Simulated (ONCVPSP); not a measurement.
**Pseudopotential generation for holmium (Ho): ONCV, LDA (Perdew-Wang 92), scalar-relativistic.**

- Element: holmium
- Generator: ONCVPSP 4.0.1
- Type: optimised norm-conserving Vanderbilt (ONCV)
- Functional: LDA (Perdew-Wang 92)
- Relativity: scalar-relativistic
- Frozen core: [Kr] 4d10
- Valence charge: 21
- Reference configuration: 4f11 5s2 5p6 6s1.75 6p0.25
- Partial waves: 5s+6s: rc 1.85 bohr, ncon 5, nbas 8, qcut 5.5 1/bohr, 2 projectors; 5p+6p: rc 2.55 bohr, ncon 5, nbas 8, qcut 4.5 1/bohr, 2 projectors; d scattering state at 0.21 Ha: rc 2.70 bohr, ncon 3, nbas 7, qcut 4 1/bohr, 2 projectors, debl 1.7 Ha; 4f: rc 1.25 bohr, ncon 3, nbas 8, qcut 13.2 1/bohr, local
- Local potential: the f channel
- Core correction: none

In the d channel the program set the typed energies aside and used 0.050, 1.750 Ha.

Results:

```json
{
  "Cutoffs needed": "75 Ha and 83 Ha (the cutoffs (Ha) at which the residual kinetic energy of the hardest occupied pseudo-wave falls to 1 and 0.1 mHa per electron)",
  "Ghost test": "ghosts flagged at negative energy: s at -480.8 eV, p at -68.7 eV; GHOST(+) flagged for d at 141.2 eV; a true bound ghost makes a file unfit for plane-wave use",
  "Configuration tests": "tests left out (the all-electron energies of this program are off by 10 to 40 meV for near-neutral 4f atoms)"
}
```

Generation and tests took about 5.8 s on one core of a shared server CPU.
